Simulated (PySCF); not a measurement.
# Electrostatic potential from atomic charges

Species: `N#C[Si@H](F)[SiH2]N`. Coordinates (GFN2-xTB, Å) and charges (e) from the PBE0/pcSseg-1 density (PySCF):

| atom | x | y | z | Mulliken | IAO | Hirshfeld | ESP-fitted |
| --- | --- | --- | --- | --- | --- | --- | --- |
| N1 | -2.032 | 2.459 | -0.354 | -0.1948 | -0.1851 | -0.1901 | -0.3988 |
| C2 | -1.810 | 1.335 | -0.326 | -0.2169 | -0.1717 | -0.0350 | +0.2401 |
| Si3 | -1.296 | -0.465 | -0.261 | +0.8448 | +0.9267 | +0.4019 | +0.3530 |
| F4 | -2.335 | -1.119 | 0.793 | -0.4142 | -0.5360 | -0.2031 | -0.2751 |
| Si5 | 0.840 | -0.709 | 0.559 | +0.4287 | +0.6206 | +0.3058 | +0.5850 |
| N6 | 1.785 | 0.377 | -0.383 | -0.6347 | -0.8414 | -0.3151 | -1.0586 |
| H7 | -1.751 | -1.010 | -1.537 | -0.0796 | -0.1053 | -0.0580 | -0.0362 |
| H8 | 1.411 | -2.029 | 0.271 | -0.0687 | -0.1100 | -0.0710 | -0.0913 |
| H9 | 0.908 | -0.510 | 2.021 | -0.0757 | -0.1343 | -0.0783 | -0.1332 |
| H10 | 2.789 | 0.338 | -0.311 | +0.2039 | +0.2692 | +0.1251 | +0.4238 |
| H11 | 1.495 | 1.335 | -0.497 | +0.2073 | +0.2673 | +0.1178 | +0.3913 |

Points outside the species (Å): A (-3.8, -0.1, -3.0); B (5.4, -1.5, -0.7); C (-2.9, 5.0, 3.1); D (7.4, 1.9, 1.0).

Task: Find the potential V = 14.3996 V·Å × Σ q/r of each set of charges at these points.

Result: In volts:

```
point  nearest atom  distance (Å)  Mulliken     IAO  Hirshfeld  ESP-fitted
    A            H7          2.68    +0.032  +0.054     -0.040      +0.047
    B           H10          3.22    +0.279  +0.297     +0.237      +0.351
    C            N1          4.37    -0.318  -0.266     -0.218      -0.280
    D           H10          5.04    +0.129  +0.151     +0.119      +0.203
```

Task: How far are the other sets from the ESP-fitted one at these points?

Result: Root-mean-square difference: IAO 0.038 V, Mulliken 0.056 V, Hirshfeld 0.088 V. The ESP scheme fits charges at the nuclei, held to the total charge, to the electrostatic potential on points at 1.4 to 2.0 times the van der Waals radii.

Task: What energy would a point charge of +2 e have at B in the field of the ESP charges, leaving out polarisation?

Result: +0.702 eV = +67.7 kJ/mol, a repulsion.

Geometry: GFN2-xTB, one conformer, isolated molecule.

Conformer computed: `[N:1]#[C:2][Si@H:3]([F:4])[SiH2:5][NH2:6]`: C2–Si3–Si5–N6 -51°, H–N6–Si5–Si3 -170°, H–N6–Si5–Si3 50°.
